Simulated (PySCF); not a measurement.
Isomers of C6H18N2Si. Method: PBE0-D3(BJ)/def2-SVP geometry optimisation, gas phase (PySCF). Energies are electronic, without zero-point or thermal terms, for one conformer each. No frequencies were run at this level. Point groups hold within 0.08 Å.

Question: Rank from lowest to highest electronic energy at this level (kcal/mol).
A. `C[Si](N(C)C)(C)N(C)C` (Si(NMe2)2Me2)
B. SiH2(NHiPr)2 (`N([SiH2]NC(C)C)C(C)C`)
C. `[CH3:1][CH2:2][CH2:3][N:4]([CH3:5])[SiH2:6][N:7]([CH3:8])[CH3:9]` with C1–C2–C3–N4 56°, C2–C3–N4–C5 63°, C3–N4–Si6–N7 147°, N4–Si6–N7–C8 -53°

Answer: A (0.0), B (5.3), C (16.8).

| SMILES | E (Eh) | E rel (kcal/mol) | dipole (D) | point group | A, B, C (MHz) |
| --- | --- | --- | --- | --- | --- |
| CN(C)[Si](C)(C)N(C)C | -637.66040 | 0.0 | 0.14 | C2 | 1591, 1053, 944.1 |
| [H][Si]([H])(NC(C)C)NC(C)C | -637.65196 | 5.3 | 1.06 | C2 | 3242, 529.5, 500.2 |
| CCCN(C)[SiH2]N(C)C | -637.63356 | 16.8 | 0.83 | C1 | 2253, 748.0, 676.4 |

How do the relative energies change in single points at PBE0/pcSseg-1 (no added dispersion term) on the same geometries?

| SMILES | PBE0-D3(BJ)/def2-SVP (kcal/mol) | PBE0/pcSseg-1 (kcal/mol) | shift |
| --- | --- | --- | --- |
| CN(C)[Si](C)(C)N(C)C | 0.0 | 0.0 | 0.0 |
| [H][Si]([H])(NC(C)C)NC(C)C | 5.3 | 4.6 | -0.7 |
| CCCN(C)[SiH2]N(C)C | 16.8 | 17.8 | +1.0 |

Each column counts from its own lowest isomer. The order is unchanged; the largest shift is 1.0 kcal/mol.
